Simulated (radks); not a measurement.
Spherical quantum dot in the effective-mass picture: electrons in a hard-walled sphere of radius 8.57, with a point charge +1 (a donor) at the centre, all in effective atomic units (hartree* = m*/eps^2 hartree, bohr* = eps/m* bohr), one dielectric constant everywhere. Calculated with a radial shooting solver with Libxc functionals: non-relativistic Kohn-Sham, LDA (Slater exchange, Perdew-Wang correlation), spin-polarised, spherical densities. Levels are named by radial order and angular momentum (1s, 1p, 1d, 2s, ...), and open shells are averaged over m. Results are scaled to m* = 0.041 and eps = 9.6, for which hartree* = 12.11 meV and bohr* = 12.39 nm.

N = 17, configuration 1s2 1p6 1d(up 5, down 3) 2s(up 1, down 0). This is the lowest configuration that the search found. Occupied and some empty levels:

level    occupation  eigenvalue (meV)  <r> (nm)
1s up             1            27.541     66.96
1s down           1            27.752     75.14
1p up             3            27.999     77.80
1p down           3            28.133     77.84
2s up             1            28.420     31.32
1d up             5            28.666     79.38
1d down           3            28.800     79.37
1f up             0            29.607     80.77
1f down           0            29.741     80.77
2s down           0            29.874     29.87
1g up             0            30.804     82.03
1g down           0            30.938     82.03
2p up             0            32.288     52.13
2p down           0            32.538     53.96

Energy (meV): total 231.627, kinetic 52.371, external -43.216, Hartree 262.23, exchange-correlation -39.763.
